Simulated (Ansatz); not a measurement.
Born–Oppenheimer molecular dynamics of AlClFH5OSi (10 atoms, charge 0, multiplicity 1). It starts at the highest image of a converged band, a first-order saddle point between two minima.

Computed with Ansatz 0.2.0, RKS PBE/def2-SVP.

```json
{
  "ensemble": "NVE (velocity Verlet)",
  "time step": "0.5 fs",
  "steps asked": "200",
  "starting velocities drawn for": "300 K",
  "seed": "8281"
}
```

First frame:

```xyz
10
Properties=species:S:1:pos:R:3
Al 0.003 0.381 -0.029
Cl 0.363 0.149 2.412
F 1.405 -0.196 -0.742
O -1.527 -0.249 -0.418
Si -2.768 -1.285 -0.818
H -2.700 -2.538 0.015
H -4.087 -0.607 -0.565
H -2.688 -1.665 -2.272
H 0.063 1.950 0.452
H 0.250 1.364 1.704
```

Question: How far do the bonds stretch over the last three quarters of this one trajectory? (Pairs bonded in most of those frames.)

Answer: 
| bond | mean (Å) | spread (Å) | shortest | longest |
| --- | --- | --- | --- | --- |
| Al1–F3 | 1.685 | 0.028 | 1.64 | 1.73 |
| Al1–O4 | 1.714 | 0.014 | 1.70 | 1.74 |
| Al1–H9 | 1.588 | 0.012 | 1.57 | 1.61 |
| Cl2–H10 | 1.307 | 0.014 | 1.28 | 1.34 |
| O4–Si5 | 1.660 | 0.018 | 1.63 | 1.69 |
| Si5–H6 | 1.509 | 0.030 | 1.46 | 1.56 |
| Si5–H7 | 1.510 | 0.039 | 1.45 | 1.57 |
| Si5–H8 | 1.511 | 0.013 | 1.49 | 1.53 |

Mean temperature of the second half: 213 K. The conserved energy stayed within 0.071 meV per atom of its start (net change 0.035 meV per atom), so the integration is sound. A run of 0.1 ps of so small a system gives no equilibrium averages. The orbitals stay closed-shell, which can raise the energy where a bond breaks towards radicals; this wasn't checked here.

Time of the run: 2.5 min on 2 threads of AMD EPYC 9B45 (Zen 5), on a shared host, peak memory 0.17 GiB.
